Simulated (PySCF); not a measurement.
## Correlation energy of N (nitrogen, neutral)

[He] 2s2 2p3, high-spin 4S determinant. Computed with PySCF 2.14 in pcseg-2, with no relativity, point nucleus. Frozen: 1s2; 5 electrons correlated.

MP2 pair energies summed by pair of shells (mhartree):

| pair | energy | share (%) |
| --- | --- | --- |
| 2s-2p | -59.89 | 64.4 |
| 2p-2p | -23.00 | 24.7 |
| 2s-2s | -10.05 | 10.8 |

Total MP2 correlation energy: -92.94 mhartree.

Same-spin part -28.47 and opposite-spin part -64.47 mhartree; SCS-MP2 scales them by 1/3 and 6/5 to -86.85 mhartree.

| level | correlation energy (mhartree) |
| --- | --- |
| CCSD | -108.73 |
| (T) | -2.14 |
| CCSD(T) | -110.87 |

Diagnostics: T1 = 0.0060, D1 = 0.0120, largest double amplitude 0.036.

**Question.** Is a single reference adequate?

**Answer.** Yes: T1 lies below 0.03 and no double amplitude reaches 0.07.
